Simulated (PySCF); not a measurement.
Input file for PySCF: R-BP86/6-31G* on C2H6Mg (SMILES [CH3][Mg][CH3]), a point of a bond scan (R = 1.313 Å).

```python
from pyscf import gto, scf, dft, mp
from pyscf.data.elements import chemcore

mol = gto.M(
    atom='''
    Mg    0.00000000    0.00000000    0.00000000
    C     1.60710731    0.25448728   -1.31696069
    H     2.49129197   -0.70901990   -1.19872319
    H     2.13343348    1.19696231   -1.13802123
    H     1.27925009    0.26303908   -2.36086406
    C    -1.60710731   -0.25448728    1.31696069
    H    -2.18217012   -1.15639416    1.08638648
    H    -2.30289266    0.58903587    1.27635089
    H    -1.27154864   -0.34420772    2.35457737
    ''',
    basis='6-31g*',
    cart=True,
    charge=0, spin=0, verbose=3, max_memory=1800)
mf = dft.RKS(mol, xc='b88,p86')
mf.conv_tol = 1e-8
mf.max_cycle = 100
mf.kernel()
if not mf.converged:
    mf = mf.newton().run(mf.mo_coeff, mf.mo_occ)
```

Program output:

```
converged SCF energy = -279.858056707912
```

Self-consistency was reached.

Cost: very roughly 4 core-seconds.
